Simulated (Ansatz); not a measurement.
`CN[SiH]([SiH3])Cl` + `BC(C)F` → `BC(C)(F)[SiH3]` + `CN[SiH2]Cl` at 700 K and 1 bar (formal exchange of groups at the Si–Si bond).

Program: Ansatz. Geometries: PBE0-D4/def2-TZVP. ΔE: electronic, gas phase. CCSD(T)/CBS adds triple-zeta CCSD(T) − MP2 to the extrapolated MP2 energy (def2 sets, frozen cores). One conformer a species, not always the lowest.

```csv
species,CCSD(T)/CBS energy (Eh),H − E (kJ/mol),S (J/(mol·K))
`CN[SiH]([SiH3])Cl`,-1135.57158,334.4,539.1
`BC(C)F`,-204.26990,268.1,396.9
`BC(C)(F)[SiH3]`,-494.54641,334.0,487.0
`CN[SiH2]Cl`,-845.29269,263.1,434.4
```

H − E and S are ideal-gas, rigid-rotor, harmonic terms from PBE0-D4/def2-TZVP, for one conformer and one mirror image of each species. 1 Eh = 2625.50 kJ/mol, R = 8.31446 J/(mol·K).

**Question.** By hand: ΔE, ΔH, ΔS and ΔG.

**Answer.** ΔE = (-494.54641) + (-845.29269) − (-1135.57158) − (-204.26990) = 0.00238 Eh = 6.2 kJ/mol. Δ(H − E) = 334.0 + 263.1 − 334.4 − 268.1 = -5.4, so ΔH = 0.8 kJ/mol. ΔS = 487.0 + 434.4 − 539.1 − 396.9 = -14.6 J/(mol·K). ΔG = 0.8 − 700 × (-14.6)/1000 = 11.0 kJ/mol.

**Question.** By hand: the equilibrium constant, and the temperature at which ΔG would vanish if ΔH and ΔS stayed fixed.

**Answer.** log₁₀ K = −ΔG/(RT ln 10) = -0.8. ΔH and −TΔS have one sign here, so there is no such temperature. One of them is within its doubt of zero, so this could turn.

TΔS isn't small against ΔH here. A doubt of 5 kJ/mol in ΔE shifts log₁₀ K by 0.4 here. Other conformers and mirror images would add mixing entropy, several J/(mol·K) or more a flexible species. These are equilibria of isolated gas molecules and say nothing of rates. Largest T1 diagnostic: 0.013 (customary marks: 0.02 for closed shells, 0.045 for open ones).
